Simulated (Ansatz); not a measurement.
Ansatz results at the PBE0-D4/def2-TZVP geometry: HOMO–LUMO gap (PBE0/def2-TZVPP) 8.07 eV; HOMO energy (B3LYP/def2-TZVPP) -8.06 eV; HOMO energy (PBE0/def2-TZVPP) -8.34 eV.

Each molecule was computed in one conformer, which needn't be the lowest.

(1) Which molecule gave them?
A. `CS[SiH](F)Cl`
B. `F[SiH2]I`
C. `C[Si](F)(F)N=C=O`
D. `F[Si](S)(Cl)Cl`

Answers

(1) D. The others give `CS[SiH](F)Cl`: 7.29, -7.31, -7.56; `C[Si](F)(F)N=C=O`: 9.71, -9.09, -9.35; `F[SiH2]I`: 7.41, -7.71, -7.96.

B3LYP here is the variant with VWN-RPA as its local correlation; programs differ in this.
